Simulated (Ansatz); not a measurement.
Results of the Gaussian-basis code of Ansatz.

A structure relaxed at PBE0-D4/def2-TZVP, charge 0, multiplicity 2:

```xyz
11

C    -0.466   -1.033   -0.383
N    -0.044    0.335   -0.162
C     0.788    0.531    1.001
B    -0.405    1.380   -0.995
F    -1.169    1.219   -2.070
H    -1.044   -1.403    0.470
H     0.401   -1.689   -0.514
H    -1.086   -1.092   -1.277
H     0.262    0.227    1.914
H     1.055    1.584    1.088
H     1.708   -0.060    0.928
```

(1) Give its formula and SMILES.

(2) Point group (tolerance 0.08 Å, 0.16 Å for H)?

(3) Summarise the bond lengths by kind.

Answers

(1) C2H6BFN, `CN(C)[B]F`.

(2) Cs.

(3) 2 × C–N 1.443 to 1.449 Å; 6 × C–H 1.089 to 1.096 Å; 1 × B–N 1.385 Å; 1 × B–F 1.329 Å.
